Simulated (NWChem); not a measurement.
Species: SiH$_{2}$SOF$_{2}$; SMILES O[Si](F)(F)S

```xyz
7

O      1.6359    -0.7518     0.1074
Si     0.0565    -0.3385     0.0554
F     -0.7954    -0.9953     1.2481
F     -0.5818    -0.9544    -1.2899
S     -0.1375     1.7471     0.2104
H      1.8834    -1.6182    -0.2325
H      0.9697     1.9528    -0.5369
```
Atoms are numbered in this order, from 1.

Geometry: optimised at PBE0/def2-SVP.

 Unshifted, non-relativistic core excitations; the lowest 4 roots alone, so stronger bands may lie above.

**Question.** List the first Si K-edge excitations from B3LYP/6-311G** (spherical d), restricted-window TDA (NWChem).

**Answer.** 
```
state  energy (eV)  dipole oscillator strength           leading excitation (squared amplitude)
-----  -----------  --------------------------  -----------------------------------------------
S1          1800.2                      0.0005  1s of atom 2 or its equivalents → LUMO+1 (0.65)
S2          1800.5                      0.0011    1s of atom 2 or its equivalents → LUMO (0.66)
S3          1801.4                      0.0026  1s of atom 2 or its equivalents → LUMO+2 (0.86)
S4          1801.8                      0.0039  1s of atom 2 or its equivalents → LUMO+3 (0.78)
```
